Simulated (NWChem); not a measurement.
System: WHS₂OF; SMILES [O]=[W]([F])(=[S])[SH]

Here is an NWChem input.

```
start job
memory heap 200 mb stack 900 mb global 1100 mb
geometry units angstroms
  W      0.096413     0.079076    -0.169993
  O      1.634385     0.714250    -0.324572
  S      0.114225    -2.081203     0.110793
  F     -1.102067     0.523128    -1.483593
  S     -0.783362     0.965600     1.835261
  H     -1.468661    -0.130594     2.212600
end
basis spherical
  * library def2-svp
end
ecp
  W library def2-ecp
end
dft
  xc xpbe96 cpbe96
  disp vdw 4
  iterations 150
end
driver
  maxiter 120
end
task dft optimize
dft
  grid fine
  convergence energy 1d-8 density 1d-7
end
task dft freq numerical
```

Excerpt of the output:

```
             Northwest Computational Chemistry Package (NWChem) 7.3.0
             --------------------------------------------------------

 C1  symmetry detected

                             Geometry "geometry" -> ""
                             -------------------------

 Output coordinates in angstroms (scale by  1.889725989 to convert to a.u.)

  No.       Tag          Charge          X              Y              Z
 ---- ---------------- ---------- -------------- -------------- --------------
    1 W                   74.0000     0.23380303    -0.08217422     0.05732232
    2 O                    8.0000     0.97962816    -0.11653194     1.55240191
    3 S                   16.0000    -1.34694802    -1.57108811    -0.11681833
    4 F                    9.0000     1.33674375    -0.17595646    -1.40343368
    5 S                   16.0000    -0.85504270     2.00936014    -0.08714733
    6 H                    1.0000    -1.93729147     1.58440348    -0.76671349

 Effective nuclear repulsion energy (a.u.)    1095.4759699567

                                Z-matrix (autoz)
                                --------

 Units are Angstrom for bonds and degrees for angles

      Type          Name      I     J     K     L     M      Value
      ----------- --------  ----- ----- ----- ----- ----- ----------
    1 Stretch                  1     2                       1.67114
    2 Stretch                  1     3                       2.17852
    3 Stretch                  1     4                       1.83278
    4 Stretch                  1     5                       2.36241
    5 Stretch                  5     6                       1.34672
    6 Bend                     1     5     6                97.00071
    7 Bend                     2     1     3               112.41419
    8 Bend                     2     1     4               116.32240
    9 Bend                     2     1     5               106.17750
   10 Bend                     3     1     4               109.75375
   11 Bend                     3     1     5               105.41226
   12 Bend                     4     1     5               105.89814
   13 Torsion                  2     1     5     6        -143.84319
   14 Torsion                  3     1     5     6         -24.38396
   15 Torsion                  4     1     5     6          91.91454

                           NWChem Geometry Optimization
                           ----------------------------

 maximum gradient threshold         (gmax) =   0.000450
 rms gradient threshold             (grms) =   0.000300
 maximum cartesian step threshold   (xmax) =   0.001800
 rms cartesian step threshold       (xrms) =   0.001200
 fixed trust radius                (trust) =   0.300000
 source of zmatrix                         =   autoz

          -------------------
          Energy Minimization
          -------------------

 Using diagonal initial Hessian
 Scaling for Hessian diagonals: bonds = 1.00  angles = 0.25  torsions = 0.10

          --------
          Step   0

                                 NWChem DFT Module
                                 -----------------

 Summary of "ao basis" -> "ao basis" (spherical)
 ------------------------------------------------------------------------------
       Tag                 Description            Shells   Functions and Types
 ---------------- ------------------------------  ------  ---------------------
 W                          def2-svp                12       32   6s3p2d1f
 O                          def2-svp                 6       14   3s2p1d
 S                          def2-svp                 8       18   4s3p1d
 F                          def2-svp                 6       14   3s2p1d
 H                          def2-svp                 3        5   2s1p

            General Information
            -------------------
          SCF calculation type: DFT
          Wavefunction type:  closed shell.
          No. of atoms     :     6
          No. of electrons :    64
           Alpha electrons :    32
            Beta electrons :    32
          Charge           :     0
          Spin multiplicity:     1
          Use of symmetry is: off; symmetry adaption is: off
          Maximum number of iterations: 150
          AO basis - number of functions:   101
                     number of shells:    43
          Convergence on energy requested:  1.00D-06
          Convergence on density requested:  1.00D-05
          Convergence on gradient requested:  5.00D-04

              XC Information
              --------------
          PerdewBurkeErnzerhof Exchange Functional  1.000
            Perdew 1991 LDA Correlation Functional  1.000 local
           PerdewBurkeErnz. Correlation Functional  1.000 non-local

             Grid Information
             ----------------
          Grid used for XC integration:  medium
          Radial quadrature: Mura-Knowles
          Angular quadrature: Lebedev.
          Tag              B.-S. Rad. Rad. Pts. Rad. Cut. Ang. Pts.
          ---              ---------- --------- --------- ---------
          W                   1.35      123          10.0       590
          O                   0.60       49          11.0       434
          S                   1.00       88          10.0       590
          F                   0.50       49          10.0       434
          H                   0.35       45          11.0       434
          Grid pruning is: on
          Number of quadrature shells:   442
          Spatial weights used:  Erf1

           DFT-D3BJ Model
          s6 scale factor  :        1.000000000000
          s8 scale factor  :        0.787500000000
          a1 parameter     :        0.428900000000
          a2 parameter     :        4.440700000000
              vdW contrib  :       -0.007159499741

      Superposition of Atomic Density Guess
      -------------------------------------

 Sum of atomic energies:       -1042.35419763

      Non-variational initial energy
      ------------------------------

 Total energy =   -1035.665824
 1-e energy   =   -2107.438124
 2-e energy   =     743.542832
 HOMO         =      -0.327918
 LUMO         =      -0.030408

   convergence    iter        energy       DeltaE   RMS-Dens  Diis-err
 ---------------- ----- ----------------- --------- --------- ---------
 d= 0,ls=0.0,diis     1  -1037.9260565490 -1.37D+03  6.75D-02  4.35D+00
 d= 0,ls=0.0,diis     2  -1028.0245355564  9.90D+00  5.84D-02  6.21D+01
 d= 0,ls=0.0,diis     3  -1037.8248413182 -9.80D+00  1.58D-02  6.98D+00
 d= 0,ls=0.0,diis     4  -1038.4570019635 -6.32D-01  7.45D-03  4.90D-01
 d= 0,ls=0.0,diis     5  -1038.4268038890  3.02D-02  6.67D-03  5.09D-01
 d= 0,ls=0.0,diis     6  -1038.4979911164 -7.12D-02  2.31D-03  5.47D-02
  Resetting Diis
 d= 0,ls=0.0,diis     7  -1038.5022801024 -4.29D-03  1.29D-03  1.78D-02
 d= 0,ls=0.0,diis     8  -1038.5049724066 -2.69D-03  1.19D-03  1.12D-03
 d= 0,ls=0.0,diis     9  -1038.5029648916  2.01D-03  9.79D-04  1.49D-02
 d= 0,ls=0.0,diis    10  -1038.5050115429 -2.05D-03  2.42D-04  9.56D-04
 d= 0,ls=0.0,diis    11  -1038.5051530056 -1.41D-04  3.65D-05  2.07D-05
 d= 0,ls=0.0,diis    12  -1038.5051553078 -2.30D-06  1.09D-05  2.84D-06
 d= 0,ls=0.0,diis    13  -1038.5051554982 -1.90D-07  7.05D-06  9.23D-07

         Total DFT energy =    -1038.505155498223
      One electron energy =    -2109.633772187322
           Coulomb energy =      820.775523470923
    Exchange-Corr. energy =      -77.869216092257
 Nuclear repulsion energy =      328.229468810174

    Dispersion correction =       -0.007159499741

 Numeric. integr. density =       63.999999427907

                       DFT Final Molecular Orbital Analysis
                       ------------------------------------

 Vector   30  Occ=2.000000D+00  E=-2.863522D-01
              MO Center= -7.7D-01, -2.6D-02,  1.9D-02, r^2= 4.3D+00
   Bfn.  Coefficient  Atom+Function         Bfn.  Coefficient  Atom+Function
  ----- ------------  ---------------      ----- ------------  ---------------
    58      0.350739  3 S  py                91      0.322704  5 S  pz
    20      0.276397  1 W  d  2              55      0.262504  3 S  py
    88      0.246039  5 S  pz                52      0.151124  3 S  py
    70      0.143388  4 F  pz                85      0.140011  5 S  pz
    59      0.132036  3 S  pz                 7      0.128067  1 W  px

[...]

      ----------------------
      Optimization converged
      ----------------------

  Step       Energy      Delta E   Gmax     Grms     Xrms     Xmax
  ---- ---------------- -------- -------- -------- -------- --------
@    7   -1038.51230292 -1.7D-08  0.00002  0.00001  0.00016  0.00036
                                     ok       ok       ok       ok

                                Z-matrix (autoz)
                                --------

 Units are Angstrom for bonds and degrees for angles

      Type          Name      I     J     K     L     M      Value     Gradient
      ----------- --------  ----- ----- ----- ----- ----- ---------- ----------
    1 Stretch                  1     2                       1.71367   -0.00002
    2 Stretch                  1     3                       2.15164    0.00001
    3 Stretch                  1     4                       1.87740    0.00001
    4 Stretch                  1     5                       2.33803    0.00001
    5 Stretch                  5     6                       1.36654    0.00001
    6 Bend                     1     5     6                95.41485    0.00001
    7 Bend                     2     1     3               108.75068   -0.00000
    8 Bend                     2     1     4               111.54641   -0.00000
    9 Bend                     2     1     5               103.70669   -0.00000
   10 Bend                     3     1     4               110.19337    0.00000
   11 Bend                     3     1     5               107.98381   -0.00000
   12 Bend                     4     1     5               114.34059    0.00000
   13 Torsion                  2     1     5     6        -158.48596    0.00000
   14 Torsion                  3     1     5     6         -43.20610   -0.00000
   15 Torsion                  4     1     5     6          79.83018    0.00000

                         Geometry "geometry" -> "geometry"
                         ---------------------------------

 Output coordinates in angstroms (scale by  1.889725989 to convert to a.u.)

  No.       Tag          Charge          X              Y              Z
 ---- ---------------- ---------- -------------- -------------- --------------
    1 W                   74.0000     0.17535304    -0.05095764     0.00779246
    2 O                    8.0000     0.98740884    -0.11265848     1.51557596
    3 S                   16.0000    -1.30086660    -1.61534595    -0.04725777
    4 F                    9.0000     1.37111408    -0.23748378    -1.42748129
    5 S                   16.0000    -0.94720940     1.99910880     0.06662304
    6 H                    1.0000    -1.87490721     1.66534994    -0.87964100

 Effective nuclear repulsion energy (a.u.)    1091.7401631465

                Final and change from initial internal coordinates
                --------------------------------------------------

                                Z-matrix (autoz)
                                --------

 Units are Angstrom for bonds and degrees for angles

      Type          Name      I     J     K     L     M      Value       Change
      ----------- --------  ----- ----- ----- ----- ----- ---------- ----------
    1 Stretch                  1     2                       1.71367    0.04253
    2 Stretch                  1     3                       2.15164   -0.02688
    3 Stretch                  1     4                       1.87740    0.04462
    4 Stretch                  1     5                       2.33803   -0.02438
    5 Stretch                  5     6                       1.36654    0.01982
    6 Bend                     1     5     6                95.41485   -1.58586
    7 Bend                     2     1     3               108.75068   -3.66351
    8 Bend                     2     1     4               111.54641   -4.77599
    9 Bend                     2     1     5               103.70669   -2.47082
   10 Bend                     3     1     4               110.19337    0.43962
   11 Bend                     3     1     5               107.98381    2.57155
   12 Bend                     4     1     5               114.34059    8.44245
   13 Torsion                  2     1     5     6        -158.48596  -14.64277
   14 Torsion                  3     1     5     6         -43.20610  -18.82214
   15 Torsion                  4     1     5     6          79.83018  -12.08436

[...]

 Rotational Constants
 --------------------
 A=   0.077135 cm-1  (  0.110978 K)
 B=   0.057916 cm-1  (  0.083326 K)
 C=   0.046653 cm-1  (  0.067121 K)

 Temperature                      =   298.15K
 frequency scaling parameter      =   1.0000

 Zero-Point correction to Energy  =   10.005 kcal/mol  (  0.015945 au)
 Thermal correction to Energy     =   14.424 kcal/mol  (  0.022986 au)
 Thermal correction to Enthalpy   =   15.016 kcal/mol  (  0.023930 au)

 Total Entropy                    =   86.869 cal/mol-K
   - Translational                =   42.809 cal/mol-K (mol. weight = 283.8963)
   - Rotational                   =   28.426 cal/mol-K (symmetry #  =        1)
   - Vibrational                  =   15.634 cal/mol-K

 Cv (constant volume heat capacity) =   21.866 cal/mol-K
   - Translational                  =    2.979 cal/mol-K
   - Rotational                     =    2.979 cal/mol-K
   - Vibrational                    =   15.907 cal/mol-K

[normal modes left out]

 ----------------------------------------------------------------------------
 Normal Eigenvalue ||           Projected Infra Red Intensities
  Mode   [cm**-1]  || [atomic units] [(debye/angs)**2] [(KM/mol)] [arbitrary]
 ------ ---------- || -------------- ----------------- ---------- -----------
    1       -0.000 ||    0.000038           0.001         0.037       0.023
    2       -0.000 ||    0.000244           0.006         0.238       0.146
    3        0.000 ||    0.000108           0.003         0.106       0.065
    4        0.000 ||    0.000785           0.018         0.765       0.471
    5        0.000 ||    0.000178           0.004         0.174       0.107
    6        0.000 ||    0.000500           0.012         0.488       0.300
    7      135.769 ||    0.000334           0.008         0.326       0.201
    8      143.239 ||    0.001510           0.035         1.472       0.906
    9      178.413 ||    0.000829           0.019         0.808       0.498
   10      202.602 ||    0.007282           0.168         7.099       4.372
   11      251.017 ||    0.005808           0.134         5.662       3.487
   12      306.146 ||    0.018454           0.426        17.989      11.079
   13      389.966 ||    0.020493           0.473        19.978      12.304
   14      533.902 ||    0.032993           0.761        32.164      19.809
   15      601.078 ||    0.014980           0.346        14.603       8.994
   16      679.374 ||    0.087263           2.013        85.068      52.391
   17      986.567 ||    0.099111           2.287        96.619      59.504
   18     2594.157 ||    0.008899           0.205         8.675       5.343
 ----------------------------------------------------------------------------
```

Level: PBE-D3(BJ)/def2-SVP with def2 effective core potentials on W. def2 effective core potentials on W; no spin-orbit coupling.
